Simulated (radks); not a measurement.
Task: These are the eigenvalues of the occupied orbitals of an atom or ion with whole-number occupations (eV). Method: Dirac Kohn-Sham, BLYP, spin-unpolarised, spherical densities, finite nucleus; Fermi nuclear charge, rms radius of each element as measured or else 0.836 A^(1/3) + 0.57 fm; computed with a radial shooting solver on a logarithmic mesh with Libxc functionals.

1s1/2: -24225.10
2s1/2: -3596.024
2p1/2: -3340.983
2p3/2: -3181.510
3s1/2: -704.7103
3p1/2: -604.0809
3p3/2: -576.2562
3d3/2: -398.0476
3d5/2: -392.4935
4s1/2: -151.4274
4p1/2: -119.5057
4p3/2: -114.6825
4d3/2: -64.8710
4d5/2: -64.2023
5d3/2: -24.7226

Which element is it, and in what charge state? The configuration may be excited. Open shells, if any, fill j = l - 1/2 first.

Result: Z = 46, palladium, charge +4: Pd4+ in [Kr] 4d5 5d1. The list shows which subshells hold electrons but not how many an open one holds; the 1s level, -890.26 hartree, gives Z - s = 42.2 by -(Z - s)^2/2, which with screening and relativity narrows Z to a few neighbours, and the depths of the outer levels then fix element, charge and occupations together.
